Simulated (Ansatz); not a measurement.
silanone anion (H₂OSi), SMILES O=[SiH2] (connectivity only; charge and spin as stated), charge -1, multiplicity 2.

Geometry: B3LYP-D3(BJ)/def2-TZVPD. The spin state was assumed, not searched.

Two levels are set side by side: PBE/def2-TZVPD (Ansatz, a first-principles code) and ωB97X-V/def2-TZVPD (Ansatz). Energy differences of separate SCF runs at the same geometry; the states with an electron removed or added have multiplicity 1. Differences are taken from unrounded values.

```csv
quantity,ωB97X-V,PBE,PBE minus ωB97X-V
vertical ionisation energy (eV),1.63,1.55,-0.08
```
